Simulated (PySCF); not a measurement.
Isomers of C4H7NOSi. Computed with PySCF, TDDFT CAM-B3LYP/def2-SVPD, vertical, gas phase, core orbitals frozen in the response. Geometries: GFN2-xTB; one conformer of each isolated species. Triplets are in the Tamm–Dancoff approximation.

A. `C=C([SiH3])/C=N/C=O`
B. `N#C[SiH2]OC1CC1`
C. `C[SiH2]C1=CON=C1`
D. `C[Si@@H]1OC[C@@H]1C#N`

Lowest singlet levels (six at most, fewer where fewer were computed) with oscillator strengths:

1. 195 nm (f 0.002); 177 nm (f 0.001); 172 nm (f 0.008); 169 nm (f 0.006); 166 nm (f 0.001); 163 nm (f 0.001); T1 5.92 eV
2. 183 nm (f 0.001); 178 nm (f 0.053); 173 nm (f 0.024); 162 nm (f 0.023); 161 nm (f 0.016); 160 nm (f 0.033); T1 6.14 eV
3. 193 nm (f 0.007); 191 nm (f 0.083); 174 nm (f 0.013); 166 nm (f 0.011); 162 nm (f 0.215); 154 nm (f 0.017); T1 4.30 eV
4. 301 nm (f 0.002); 241 nm (f 0.006); 230 nm (f 0.004); 225 nm (f 0.259); 203 nm (f 0.008); 176 nm (f 0.211); T1 3.28 eV

Question: Match each spectrum to its molecule.

Answer: 1 = B, 2 = D, 3 = C, 4 = A.
- A: S1 at 4.12 eV, HOMO→LUMO (71%), HOMO-2→LUMO (22%); Löwdin shares by element: HOMO oxygen 49%, nitrogen 21%, carbon 12% or more, hydrogen 6% or more; LUMO carbon 61% or more, nitrogen 20% (atoms not listed hold the other 20%); HOMO -8.97 and LUMO -1.16 eV.
- B: S1 at 6.36 eV, HOMO→LUMO (94%); Löwdin shares by element: HOMO carbon 53% or more, oxygen 31% (atoms not listed hold the other 16%); LUMO silicon 28%, carbon 24% or more, nitrogen 20%, oxygen 7% (atoms not listed hold the other 21%); HOMO -9.27 and LUMO 0.15 eV.
- C: S1 at 6.41 eV, HOMO-2→LUMO (83%); Löwdin shares by element: HOMO carbon 53% or more, nitrogen 21%, oxygen 8% (atoms not listed hold the other 19%); LUMO carbon 37% or more, nitrogen 19%, oxygen 17% (atoms not listed hold the other 27%); HOMO -9.10 and LUMO 0.48 eV.
- D: S1 at 6.77 eV, HOMO-1→LUMO (89%); Löwdin shares by element: HOMO carbon 37% or more, nitrogen 23%, silicon 12% (atoms not listed hold the other 27%); LUMO silicon 34%, oxygen 13%, hydrogen 13% or more, carbon 10% or more (atoms not listed hold the other 30%); HOMO -9.66 and LUMO 0.55 eV.
B and C have S1 within 0.06 eV of each other; their strongest listed levels stand at 7.21 eV (f 0.008) and 7.64 eV (f 0.215).
